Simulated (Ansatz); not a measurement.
The Zn1–I3 bond of FIZn (SMILES [F][Zn][I]) is stretched (multiplicity 1, the rest rigid).
Geometry at rest (charge 0, multiplicity 1):
```xyz
3

Zn     0.0000     0.0000    -1.2169
F      0.0000     0.0000    -2.9743
I      0.0000     0.0000     1.1939
```

Frozen-core correlation. Filled d and f shells under p-block atoms count as core.

Run with Ansatz (a program for electronic structure) with Gaussian orbitals. Each number belongs to the level named beside it. In def2 rows elements past Kr take small-core potentials, without spin–orbit coupling.

FIC-MRCISD+Q on CASSCF(6,4)/def2-TZVPP, total energies (hartree):

```json
[
 {"R (Å)": "2.411", "CASSCF": "-2174.054622", "MRCISD": "-2174.792711", "weight c² of the reference": "0.89328"},
 {"R (Å)": "4.219", "CASSCF": "-2173.959158", "MRCISD": "-2174.686079", "weight c² of the reference": "0.89555"},
 {"R (Å)": "7.715", "CASSCF": "-2173.948915", "MRCISD": "-2174.675469", "weight c² of the reference": "0.89599"}
]
```

**Question.** Add the Davidson correction (E_MRCISD − E_CASSCF)(1 − c²)/c² and give the energies above the first point at the three levels.

**Answer.** 
Corrections (hartree): -0.088181, -0.084780, -0.084345. Above the first point (kcal/mol):
- R = 4.219 Å: CASSCF 59.9, MRCISD 66.9, with the correction 69.0
- R = 7.715 Å: CASSCF 66.3, MRCISD 73.6, with the correction 76.0

Doubts at one or more of the structures used: active orbitals that take no part (FIC-MRCISD+Q on CASSCF(6,4)/def2-TZVPP).
